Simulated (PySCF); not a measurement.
Radial density of Os⁺ (osmium, charge +1)

CAM-B3LYP, [Xe] 4f14 5d5 6s1 6p1, high-spin 8P determinant (an excited configuration). Computed with PySCF 2.14 in def2-QZVPPD with the def2 core potential (60 electrons) (7s5p4d4f2g, 88 functions), with scalar relativity through the core potential. This is the valence pseudo-density: the core potential removes the inner electrons and smooths the orbitals near the nucleus.

| r (bohr) | 4πr²ρ (e/bohr) | 4πr²(ρα − ρβ) |
| --- | --- | --- |
| 0.156 | 2.311e-05 | 0.0000 |
| 0.262 | 0.001246 | 0.0006 |
| 0.440 | 0.2161 | 0.0350 |
| 0.740 | 7.400 | 1.0918 |
| 1.24 | 11.14 | 3.6417 |
| 2.09 | 3.143 | 2.5377 |
| 3.52 | 0.7027 | 0.6996 |
| 5.92 | 0.05358 | 0.0536 |
| 9.96 | 0.0002028 | 0.0002 |

Energies and moments cover only the electrons outside the core potential. Spin-orbit coupling, absent here, splits the open shell strongly.
